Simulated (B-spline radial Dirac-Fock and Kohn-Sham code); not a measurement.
# X-ray form factors of rhenium in several charge states

These are calculated numbers from an atomic code on a B-spline grid; the model is Dirac-Fock densities.

Configurations: Re³⁵⁺ [Kr] 4d4; Re³⁷⁺ [Kr] 4d2; Re³⁸⁺ [Kr] 4d1; Re⁴⁰⁺ [Ar] 3d10 4s2 4p5; Re⁴³⁺ [Ar] 3d10 4s2 4p2. The first column is f₀ of Re³⁵⁺, the others are differences from it.

```tsv
s (Å⁻¹)	Re³⁵⁺	Δ Re³⁷⁺	Δ Re³⁸⁺	Δ Re⁴⁰⁺	Δ Re⁴³⁺
0	40.000	-2.000	-3.000	-5.000	-8.000
0.05	39.943	-1.992	-2.988	-4.980	-7.969
0.1	39.772	-1.967	-2.951	-4.921	-7.878
0.15	39.490	-1.926	-2.891	-4.824	-7.728
0.2	39.100	-1.871	-2.809	-4.690	-7.522
0.25	38.610	-1.801	-2.706	-4.523	-7.263
0.3	38.025	-1.719	-2.585	-4.326	-6.958
0.35	37.354	-1.627	-2.447	-4.102	-6.611
0.4	36.607	-1.525	-2.296	-3.856	-6.228
0.45	35.792	-1.416	-2.134	-3.592	-5.817
0.5	34.921	-1.302	-1.965	-3.314	-5.384
0.6	33.052	-1.066	-1.614	-2.738	-4.480
0.7	31.083	-0.833	-1.266	-2.164	-3.572
0.8	29.094	-0.615	-0.940	-1.622	-2.707
0.9	27.151	-0.422	-0.651	-1.136	-1.925
1	25.306	-0.261	-0.408	-0.724	-1.253
1.1	23.595	-0.134	-0.215	-0.394	-0.707
1.2	22.038	-0.042	-0.073	-0.147	-0.290
1.4	19.400	+0.055	+0.077	+0.124	+0.187
1.6	17.326	+0.065	+0.097	+0.170	+0.293
```
